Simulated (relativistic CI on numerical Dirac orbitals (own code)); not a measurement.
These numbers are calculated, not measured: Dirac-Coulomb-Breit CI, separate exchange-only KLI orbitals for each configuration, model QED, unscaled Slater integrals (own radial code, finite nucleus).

The strongest absorption lines from the ground level of an ion, among the configurations computed and to levels below about 613 eV (vacuum wavelength in Å, gf): 40.961 (0.3), 41.498 (1.9), 41.565 (3.2), 41.606 (3.3), 42.008 (1.2), 52.275 (0.5), 55.192 (1.1), 60.637 (2.2).

Question: Which ion is it?
A. Ta³⁹⁺
B. Ir⁴⁵⁺
C. Ir⁴³⁺
D. At⁵¹⁺

Answer: C. Ir⁴³⁺ has 34 electrons and the ground level 4s2.4p4 3P_2; the strongest line goes to 4s2.4p3.4d 3P°_2. The pattern of lines fixes the number of electrons, and along that sequence the line energies rise steadily with the charge (about as its square where n changes within one kind of shell, about linearly where n is kept but much faster in heavy ions where fine structure, which grows about as Z⁴, sets the gap, and irregularly where shells cross), which fixes Z. Configurations outside the model, such as inner-shell arrays, can give stronger lines. At this charge energies of transitions that change n are usually good to better than 1 %, and those within a shell (Δn = 0) to a few per cent.

LS names give the leading component of a level, which can be under half, so a name can repeat, a term be missing and a line seem to break the LS rules.
